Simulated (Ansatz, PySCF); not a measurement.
C3H7O2, SMILES [C](CO)(O)C, multiplicity 2. Atoms are numbered in the order given.

```xyz
12

C      1.3865    -0.8111     0.5323
C      0.5376     0.1057    -0.2790
O      0.7034     1.4313     0.0583
C     -0.8286    -0.3039    -0.7204
O     -1.7409    -0.4995     0.3627
H      1.0000    -0.9226     1.5660
H      1.4103    -1.8161     0.0844
H      2.4162    -0.4275     0.6042
H      0.1615     1.9736    -0.5323
H     -0.7829    -1.2672    -1.2513
H     -1.2266     0.4440    -1.4424
H     -1.6971     0.2904     0.9190
```
Charge 0, spin multiplicity 2.

Geometry optimised at B3LYP-D3(BJ)/def2-SVP. The isomer is the one that the SMILES or the coordinates give; other isomers of the formula were not compared. One conformer was computed; it need not be the lowest.

Two levels are set side by side: PBE-D3(BJ)/def2-SVP (Ansatz, a program for electronic structure) and B3LYP-D3(BJ)/def2-SVP (Ansatz). Each level has its own optimised geometry; the coordinates shown are those of the second. Frequencies come from the Hessian of PySCF at each geometry. Differences are taken from unrounded values.

```tsv
quantity	B3LYP-D3(BJ)	PBE-D3(BJ)	PBE-D3(BJ) minus B3LYP-D3(BJ)
mean bond length (Å)	1.205	1.211	0.007
bond C1–C2 (Å)	1.490	1.490	0.000
bond C2–O3 (Å)	1.378	1.383	0.005
bond C2–C4 (Å)	1.493	1.492	-0.001
bond C4–O5 (Å)	1.430	1.439	0.009
bond C1–H6 (Å)	1.109	1.118	0.009
bond C1–H7 (Å)	1.101	1.108	0.007
bond C1–H8 (Å)	1.101	1.109	0.008
bond O3–H9 (Å)	0.968	0.977	0.009
bond C4–H10 (Å)	1.101	1.110	0.009
bond C4–H11 (Å)	1.113	1.124	0.010
bond O5–H12 (Å)	0.967	0.976	0.009
highest harmonic wavenumber (cm⁻¹)	3801	3688	-113
mean harmonic wavenumber (cm⁻¹)	1457	1414	-43
zero-point energy (kcal/mol)	62.48	60.66	-1.83
```

Exact exchange shortens and stiffens bonds; PBE has none. Differences between two approximate levels are no errors against the true value.
